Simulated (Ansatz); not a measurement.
`F[SiH2]S[SiH2]Cl` + `N[SiH2][SiH3]` → `F[SiH2]N[SiH2][SiH3]` + `S[SiH2]Cl`  (ligand exchange at the Si–S bond)

Calculated with Ansatz (gas phase, PBE0-D4/def2-TZVP geometries, no zero-point term in ΔE). CBS: MP2 limit from def2 TZ/QZ plus the TZ coupled-cluster correction, frozen cores. This one scheme is used for every species. DFT in def2-TZVPP. Each species was taken in one conformer, which may not be the lowest.

`F[SiH2]S[SiH2]Cl`:

Z-matrix (Å, degrees):
```
Si
S 1 2.123
F 1 1.596 2 110.7
H 1 1.477 2 107.2 3 117.5
H 1 1.479 2 110.5 3 -118.7
Si 2 2.128 1 97.6 3 84.9
Cl 6 2.050 2 111.7 1 83.0
H 6 1.479 2 110.4 1 -36.4
H 6 1.477 2 106.9 1 -158.8
```

`N[SiH2][SiH3]`:

Z-matrix (Å, degrees):
```
Si
Si 1 2.341
N 1 1.724 2 108.6
H 1 1.497 2 108.1 3 -126.1
H 1 1.488 2 110.7 3 117.7
H 2 1.489 1 110.3 3 173.7
H 2 1.491 1 110.1 3 54.6
H 2 1.488 1 111.4 3 -65.4
H 3 1.008 1 119.6 2 167.4
H 3 1.007 1 119.6 2 -50.6
```

`F[SiH2]N[SiH2][SiH3]`:

Cartesian coordinates in Å:
```
F -2.734 -0.952 -0.439
Si -1.893 0.022 -1.393
N -0.574 0.745 -0.588
Si 1.017 0.086 -0.345
Si 1.445 -0.337 1.920
H -2.834 1.077 -1.835
H -1.379 -0.818 -2.496
H -0.781 1.600 -0.088
H 1.064 -1.178 -1.128
H 2.059 1.011 -0.874
H 0.517 -1.375 2.444
H 1.246 0.913 2.708
H 2.848 -0.795 2.115
```

`S[SiH2]Cl`:

Cartesian coordinates in Å:
```
S 0.826 0.079 1.490
Si -0.118 -0.332 -0.364
Cl 0.421 0.985 -1.845
H 0.123 1.203 1.714
H -1.590 -0.251 -0.244
H 0.339 -1.683 -0.750
```

```json
{"level": "ωB97X-V", "ΔE (eV)": "-0.11"}
{"level": "SCS-MP2/def2-TZVPP", "ΔE (eV)": "-0.16"}
{"level": "CCSD/def2-TZVPP", "ΔE (eV)": "-0.18"}
{"level": "CCSD(T)/def2-TZVPP", "ΔE (eV)": "-0.16"}
{"level": "HF/def2-QZVPP", "ΔE (eV)": "-0.24"}
{"level": "MP2/def2-QZVPP", "ΔE (eV)": "-0.10"}
{"level": "MP2/CBS(def2)", "ΔE (eV)": "-0.08"}
{"level": "CCSD/CBS(def2)", "ΔE (eV)": "-0.14"}
```

(1) What does CCSD(T)/CBS give? (Best estimate.)

Largest T1 diagnostic among the species: 0.012.

Results:

(1) Computed: -0.12 eV. The listed levels differ from it by 0.01, -0.04, -0.06, -0.04, -0.12, 0.02, 0.04, -0.02 eV.

In def2-TZVPP, CCSD(T) changes the Hartree–Fock value by +0.07 eV (the triples alone add +0.02 eV) and MP2 by +0.11 eV.
